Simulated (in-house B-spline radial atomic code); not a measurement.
A calculation on Te²⁺ (with a hole in an inner shell): its settings, and results tabulated from the run. Computed with a radial B-spline atomic code at the basis-set limit: Dirac-Kohn-Sham LDA VWN5, spherical fractional occupations, Fermi nucleus of rms radius 4.7423 fm.

Command:
```bash
python run_scf.py task.json out
```
Settings (nuclear radius in fm, mass in u):
```
Z                52
configuration    1s2 2s2 2p6 3s2 3p6 3d10 4s1 4p6 4d10 5s2 5p3
hamiltonian      dirac
method           lda,vwn
spin_polarised   False
nucleus          fermi
rms_radius       4.7423
atomic_mass      129.90622
speed_of_light   137.035999084
```

Output (hartree, bohr):
```
 radial grid: 79 intervals, B-splines of order 8, outer radius 53.7037 bohr

 iter        energy (Eh)    residual
    1       -6776.620881    3.99e-01
    2       -6779.131596    4.37e-01
    3       -6783.802021    5.97e-02
    4       -6783.891205    1.15e-02
    5       -6783.894472    4.31e-03
    6       -6783.894917    1.28e-03
    7       -6783.894954    2.14e-04
    8       -6783.894955    2.78e-06
    9       -6783.894955    1.22e-07

 total energy                     -6783.89496
 kinetic                            7171.4634
 electron-nucleus                 -16432.5586
 Hartree                            2646.3150
 exchange-correlation               -169.1148

 first-order corrections (not in the total)
   Gaunt                             5.6400
   retardation                      -0.5812
   frequency dependence             -0.0519
   self-energy                       3.8234
   Uehling                          -0.5140
   Wichmann-Kroll                    0.0114
   recoil                            0.0193

 orbital      occ     eigenvalue          <r>       <r^2>       <1/r>     <1/r^3>       r_max    small
 1s1/2      2.000     -1161.3810    0.0278356  0.00104976     55.5201           -     0.01795  3.66e-02
 2s1/2      2.000      -179.0883     0.119527   0.0169045     12.9302           -      0.1016  7.79e-03
 2p1/2      2.000      -167.9680      0.10085   0.0125099     12.9208           -     0.07795  7.82e-03
 2p3/2      4.000      -157.8930     0.106431   0.0138027     11.9551     4902.34     0.08266  7.44e-03
 3s1/2      2.000       -36.5644     0.322254    0.118838     4.59652           -      0.2931  2.29e-03
 3p1/2      2.000       -31.9817     0.312444    0.113477      4.5104           -      0.2793  2.23e-03
 3p3/2      4.000       -30.1033     0.323904    0.121726     4.27226     933.096        0.29  2.13e-03
 3d3/2      4.000       -21.9841     0.294682    0.102961     4.12674     148.582      0.2358  2.01e-03
 3d5/2      6.000       -21.5908     0.298303     0.10536     4.06553      137.84      0.2388  1.98e-03
 4s1/2      1.000        -7.0925     0.758917    0.651077     1.85462           -      0.6985  6.59e-04
 4p1/2      2.000        -5.5028     0.792891    0.716762     1.74648           -      0.7174  5.99e-04
 4p3/2      4.000        -5.1331     0.820777    0.767886     1.66899     183.938      0.7416  5.66e-04
 4d3/2      4.000        -2.5733     0.935742     1.02364     1.42197     22.3394      0.7952  4.30e-04
 4d5/2      6.000        -2.5154     0.946734     1.04783     1.40267     20.5424      0.8037  4.22e-04
 5s1/2      2.000        -1.3106      1.90154     4.06372    0.690293           -       1.699  1.28e-04
 5p1/2      1.000        -0.9300      2.17843     5.36191    0.595954           -       1.909  9.73e-05
 5p3/2      2.000        -0.8840      2.25642      5.7487    0.572369     22.8643        1.98  9.11e-05
```

Time taken, with all properties: 1.5 s on 1 thread of Arm Neoverse N1, with other jobs on the host.

For the Dirac Hamiltonian the kinetic term is c α·p + (β - 1)c².
